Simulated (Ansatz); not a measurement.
Stepwise reaction of `C[S][Cd][S]C` with hydrogen fluoride, as a gas-phase model of exchange steps in deposition or etching. ΔE in kJ/mol.

Program: Ansatz. Geometries: PBE0-D4/def2-TZVP. ΔE: electronic, gas phase. CCSD(T)/CBS is the MP2 limit (def2-TZVPP, def2-QZVPP) plus CCSD(T) − MP2 in def2-TZVPP, frozen cores. This one scheme is used for every species. DFT in def2-TZVPP. B3LYP here is the variant with VWN-RPA as its local correlation; programs differ in this. def2 core potentials past Kr. For Cd outer-core shells are correlated without core-valence functions, which leaves a few kJ/mol of doubt a bond. Each species was taken in one conformer, which may not be the lowest.

```tsv
step	reaction	PBE-D4	B3LYP-D4	ωB97M-V	CCSD(T)/CBS
1	`C[S][Cd][S]C` + H–F → `C[S][Cd][F]` + CH₃SH	37.3	34.0	34.6	43.3
```

Task: Give the row of step 2, `C[S][Cd][F]` + H–F → `[F][Cd][F]` + CH₃SH. (Best estimate.)

Result: The calculation gave: 
| step | reaction | PBE-D4 | B3LYP-D4 | ωB97M-V | CCSD(T)/CBS |
| --- | --- | --- | --- | --- | --- |
| 2 | `C[S][Cd][F]` + H–F → `[F][Cd][F]` + CH₃SH | 56.0 | 52.4 | 51.3 | 59.2 |

Task: By hand: ΔE of the 2 steps together at CCSD(T)/CBS.

Result: (43.3) + (59.2) = 102.5 kJ/mol, or 51.2 kJ/mol a step.

In ΔE each step is higher than the one before. All are uphill at CCSD(T)/CBS. PBE-D4 differs from CCSD(T)/CBS by -6.0 to -3.2 kJ/mol a step. Isolated molecules leave out the surface, adducts and barriers. Largest T1 diagnostic: 0.018.
